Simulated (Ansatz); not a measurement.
# One elementary step

Start structure (SnH5OF, closed shell), relaxed at PBE0-D4/def2-TZVP:

```json
{"atom": "Sn1", "x (Å)": "0.1876", "y (Å)": "-1.0227", "z (Å)": "0.3980"}
{"atom": "O2", "x (Å)": "0.5620", "y (Å)": "0.6629", "z (Å)": "-0.6071"}
{"atom": "H3", "x (Å)": "-1.3290", "y (Å)": "-1.5906", "z (Å)": "-0.1237"}
{"atom": "H4", "x (Å)": "1.4514", "y (Å)": "-2.0875", "z (Å)": "-0.0197"}
{"atom": "H5", "x (Å)": "0.2275", "y (Å)": "-0.5027", "z (Å)": "2.0080"}
{"atom": "H6", "x (Å)": "-0.5405", "y (Å)": "1.7466", "z (Å)": "-0.2253"}
{"atom": "F7", "x (Å)": "-1.2739", "y (Å)": "2.2493", "z (Å)": "0.1166"}
{"atom": "H8", "x (Å)": "0.7150", "y (Å)": "0.5448", "z (Å)": "-1.5469"}
```

The step: SnH₄O ([OH][SnH3]) + HF → SnH₃F ([F][SnH3]) + H₂O; bonds formed: Sn1–F7, O2–H6; bonds broken: Sn1–O2, H6–F7. Program: Ansatz 0.2.0. Basis: def2-TZVPP and def2-QZVPP. Cores are frozen in the correlated methods. Filled d shells of the heavier atoms are correlated. Core potentials replace the inner electrons of the atoms past krypton. The def2 sets are not built for correlating such inner shells, so the correlated values are less sure here. Extrapolation: Hartree–Fock as exp(−7.88 √X), correlation as X^−2.97. Energies below are by CCSD(T) at an estimated basis limit (MP2 extrapolated from triple and quadruple zeta, plus CCSD(T) − MP2 in triple zeta).

Problem. What are the electronic barrier and the energy of the step, from the start structure to the end structure? (To be estimated.)

Solution. By the calculation: Barrier 11.13 kcal/mol; step energy -4.92 kcal/mol (downhill); reverse barrier, their difference, 16.05 kcal/mol. Barrier and step energy count from the start structure, the reverse barrier from the end structure.

The saddle point: One imaginary mode of 389i cm⁻¹.
| pair | start (Å) | saddle (Å) | end (Å) |
| --- | --- | --- | --- |
| Sn1–F7 | 3.59 | 2.27 | 1.95 |
| O2–H6 | 1.59 | 1.12 | 0.97 |
| Sn1–O2 | 2.00 | 2.16 | 2.99 |
| H6–F7 | 0.95 | 1.24 | 1.96 |

Zero-point energy (harmonic, PBE0-D4): ZPE is 28.96 kcal/mol at the start and 28.07 kcal/mol at the saddle, so the barrier goes from 11.13 to 10.23 kcal/mol.

T1 diagnostic: at most 0.014.

Steps of this kind, hydrogen fluoride cutting a network bond, underlie vapour etching and the fluorination step of atomic layer etching.

Labels in which every atom is bracketed show which atoms are joined, not bond orders.

For scale, one of the runs: CCSD(T)/def2-TZVPP, 182 basis functions, launched by `ansatz run in.yaml --threads 4 --pin off --events-out ev --progress --plain --max-ram 9574MiB`. Time: 33 s of wall clock on 4 CPU threads of an Intel Xeon; the host was shared. Peak host memory: 2.2 GiB.
